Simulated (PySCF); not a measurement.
C2H14Si4.
Structure used (GFN2-xTB), in Å, numbered top down from 1:
```xyz
20
C2H14Si4 angstrom
C     -2.2587   -1.1162    0.9743
C     -2.1225   -1.0136   -0.5389
Si    -1.0883    0.4891   -1.0992
Si     1.1848    0.2471   -0.6274
Si     2.3172    2.2774   -0.6976
Si     1.7024   -0.9543    1.3001
H     -2.7234   -0.2185    1.3775
H     -1.2851   -1.2355    1.4468
H     -2.8759   -1.9699    1.2528
H     -1.6725   -1.9326   -0.9198
H     -3.1208   -0.9565   -0.9771
H     -1.6625    1.6750   -0.4439
H     -1.3570    0.6675   -2.5345
H      1.7332   -0.5629   -1.7461
H      1.9807    3.1037    0.4646
H      3.7746    2.1318   -0.6820
H      1.9962    3.0789   -1.8801
H      1.1916   -2.3283    1.3003
H      3.1436   -1.0622    1.5371
H      1.1373   -0.3091    2.4900
```

Computed, not measured: PySCF 2.14.0, density-fitted response routines, TDDFT CAM-B3LYP/def2-SVPD, vertical, gas phase, core orbitals frozen in the response.

Ground-to-excited transition dipoles (e·a0, same axes as the geometry; the sign carries no meaning), for the states with f of 0.002 or more among the lowest 7:

```json
{"state": "S1", "E (hartree)": "0.2403", "μx": "-0.186", "μy": "0.021", "μz": "-0.107"}
{"state": "S2", "E (hartree)": "0.2491", "μx": "-0.297", "μy": "-0.304", "μz": "0.048"}
{"state": "S3", "E (hartree)": "0.2513", "μx": "0.278", "μy": "-0.119", "μz": "0.372"}
{"state": "S4", "E (hartree)": "0.2592", "μx": "-0.169", "μy": "-0.751", "μz": "0.321"}
{"state": "S5", "E (hartree)": "0.2668", "μx": "-0.518", "μy": "0.621", "μz": "-0.695"}
{"state": "S6", "E (hartree)": "0.2685", "μx": "-1.043", "μy": "-0.448", "μz": "-0.139"}
{"state": "S7", "E (hartree)": "0.2737", "μx": "0.631", "μy": "0.193", "μz": "0.089"}
```

**Question.** What oscillator strength does each state have?

**Answer.** f = (2/3) ΔE |μ|² with ΔE in hartree (27.2114 eV).

```json
{"state": "S1", "|μ|² (au)": "0.047", "|μ| (D)": "0.55", "f": "0.007"}
{"state": "S2", "|μ|² (au)": "0.183", "|μ| (D)": "1.09", "f": "0.030"}
{"state": "S3", "|μ|² (au)": "0.230", "|μ| (D)": "1.22", "f": "0.038"}
{"state": "S4", "|μ|² (au)": "0.695", "|μ| (D)": "2.12", "f": "0.120"}
{"state": "S5", "|μ|² (au)": "1.137", "|μ| (D)": "2.71", "f": "0.202"}
{"state": "S6", "|μ|² (au)": "1.308", "|μ| (D)": "2.91", "f": "0.234"}
{"state": "S7", "|μ|² (au)": "0.443", "|μ| (D)": "1.69", "f": "0.081"}
```

**Question.** Which bond between heavy atoms lies closest to the direction of the S6 transition dipole?

**Answer.** Si3–Si4, at 29° from it; next Si4–Si5 at 39°.

**Question.** What angle do the transition dipoles of S4 and S5 make?

**Answer.** |cos θ| = |μa·μb| / (|μa| |μb|) = 0.68, so θ ≈ 47° (taken between 0 and 90°, since the signs are arbitrary).

**Question.** How is the summed strength of these states shared among x, y and z?

**Answer.** (2/3) Σ ΔE μα² gives 0.353 for x, 0.226 for y and 0.134 for z, 0.714 in all.

**Question.** What peak molar absorption coefficient would the strongest computed level give as a lone Gaussian band 0.3 eV wide at half height?

**Answer.** ε(max) = 2.175×10⁸ f / FWHM, with the width in cm⁻¹. S6: 2.175×10⁸ × 0.2340 / 2420 ≈ 21000 L mol⁻¹ cm⁻¹.

One conformer stands for the species.

Without π bonds the low states may be Rydberg-like; a valence basis with one diffuse set may place them up to an eV too high.
